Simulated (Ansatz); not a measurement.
Species: ZrF2, charge 0, multiplicity 1. 
Geometry from a B3LYP-D3(BJ)/def2-TZVP (Ansatz, a quantum-chemistry and plane-wave program) optimisation:
```xyz
3

Zr     0.0018    -0.0064    -0.3205
F      1.5627     0.0182     0.7209
F     -1.5706     0.0104     0.7037
```

Wanted: vertical triplet-singlet gap (E(triplet) - E(singlet); each state is the SCF solution reached for its spin; for the singlet the Hartree-Fock reference is unstable and T1 is 0.019), in kJ/mol. Cores are frozen in the correlated levels unless marked. UHF or UKS for open shells. Spin-orbit coupling is left out. Frozen are the shells of the preceding noble gas and the d and f shells that filled before the atom's block. Past Kr the def2 sets carry scalar-relativistic core potentials. Basis-set limits of correlation are two-point, X^-3; Hartree-Fock from the larger set. The bracket is a focal-point correction in the basis named.

| level | program | vertical triplet-singlet gap (kJ/mol) |
|---|---|---|
| HF/def2-SVPD | Ansatz | -104.8 |
| HF/def2-TZVPPD | Ansatz | -103.8 |
| HF/def2-QZVPPD | Ansatz | -104.2 |
| PBE/def2-TZVPD | Ansatz | -23.3 |
| B3LYP/def2-TZVPD | Ansatz | -21.0 |
| PBE0/def2-TZVPD | Ansatz | -40.9 |
| BHLYP/def2-TZVPD | Ansatz | -37.9 |
| CAM-B3LYP/def2-TZVPD | Ansatz | -25.0 |
| wB97M-V/def2-TZVPD | Ansatz | -10.5 |
| wB97X-V/def2-TZVPD | Ansatz | -21.7 |
| B2PLYP/def2-TZVPD | Ansatz | -21.0 |
| MP2/def2-SVPD | Ansatz | -36.4 |
| MP2/def2-TZVPPD | Ansatz | -31.0 |
| RI-MP2/def2-TZVPPD | Ansatz | -31.1 |
| RI-MP2/CBS(def2-TZVPPD,def2-QZVPPD) | Ansatz | -28.8 |
| SCS-MP2/def2-SVPD | Ansatz | -22.4 |
| SCS-MP2/def2-TZVPPD | Ansatz | -13.9 |
| CCSD/def2-SVPD | Ansatz | -5.8 |
| CCSD(T)/def2-SVPD | Ansatz | 3.8 |
| RI-MP2/CBS(def2-TZVPPD,def2-QZVPPD)+[CCSD(T)-MP2]/def2-SVPD | Ansatz | 11.4 |
| RI-MP2/CBS(def2-TZVPPD,def2-QZVPPD)+[CCSD(T)-MP2]/def2-TZVPPD | Ansatz | 5.5 |
